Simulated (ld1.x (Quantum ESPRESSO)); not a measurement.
## u(r) = r·R(r): atom against pseudo-atom (silicon)

Columns: radius, all-electron u(r) and pseudo u(r) of the 3p shell (level -11.75 eV) of silicon in the configuration [Ne] 3s2 3p1; LDA (PZ), scalar-relativistic, TM scheme, ld1.x (Quantum ESPRESSO) 7.5.

| r (bohr) | all-electron | pseudo |
| --- | --- | --- |
| 0.095 | 0.1100 | -0.0150 |
| 0.190 | 0.2396 | -0.0555 |
| 0.285 | 0.2972 | -0.1087 |
| 0.380 | 0.2870 | -0.1594 |
| 0.475 | 0.2305 | -0.1965 |
| 0.570 | 0.1471 | -0.2177 |
| 0.665 | 0.0507 | -0.2288 |
| 0.760 | -0.0494 | -0.2390 |
| 0.855 | -0.1470 | -0.2572 |
| 0.950 | -0.2385 | -0.2894 |
| 1.045 | -0.3218 | -0.3378 |
| 1.140 | -0.3959 | -0.3982 |
| 1.235 | -0.4604 | -0.4604 |
| 1.330 | -0.5153 | -0.5153 |
| 1.425 | -0.5611 | -0.5611 |
| 1.520 | -0.5982 | -0.5982 |
| 1.615 | -0.6272 | -0.6272 |
| 1.710 | -0.6488 | -0.6488 |
| 1.805 | -0.6636 | -0.6636 |
| 1.900 | -0.6724 | -0.6724 |
| 1.995 | -0.6760 | -0.6760 |
| 2.090 | -0.6748 | -0.6748 |
| 2.185 | -0.6696 | -0.6696 |
| 2.280 | -0.6609 | -0.6609 |
| 2.375 | -0.6492 | -0.6492 |
| 2.470 | -0.6351 | -0.6351 |

(1) How many radial nodes do the two functions have?

(2) At about which radius was the pseudo-wave matched?

(3) Where does each function peak?

(4) Is the pseudo-wave norm-conserving?

Answers

(1) The all-electron 3p function has n − l − 1 = 1; the pseudo-wave has 0, since the states of the same l below it are removed with the core.

(2) 1.30 bohr, where the columns begin to agree (steps of 0.10 bohr).

(3) Outermost all-electron maximum near 2.00 bohr, pseudo maximum near 2.00 bohr (to the table’s step).

(4) Yes: the TM scheme keeps the norm inside the radius equal to the all-electron one, which fixes the energy derivative of the logarithmic derivative at the level.
